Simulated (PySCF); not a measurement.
CH5AlOS, SMILES C[S][AlH][OH].

The structure is a stationary point at PBE0-D3(BJ)/def2-SVP. One conformer was computed; it need not be the lowest.

Method: M06-2X/def2-TZVP run with PySCF.

Symmetry labels are those of the subgroup Cs that the program uses (full group Cs).

Computed valence orbital energies around the gap with their symmetry:
| orbital | symmetry | energy (eV) |
|---|---|---|
| HOMO−7 | A' | -13.39 |
| HOMO−6 | A" | -13.29 |
| HOMO−5 | A' | -12.53 |
| HOMO−4 | A' | -11.48 |
| HOMO−3 | A" | -11.20 |
| HOMO−2 | A' | -10.41 |
| HOMO−1 | A' | -9.18 |
| HOMO | A" | -8.15 |
| LUMO | A" | 0.10 |
| LUMO+1 | A' | 0.49 |
| LUMO+2 | A' | 1.35 |
| LUMO+3 | A' | 1.91 |
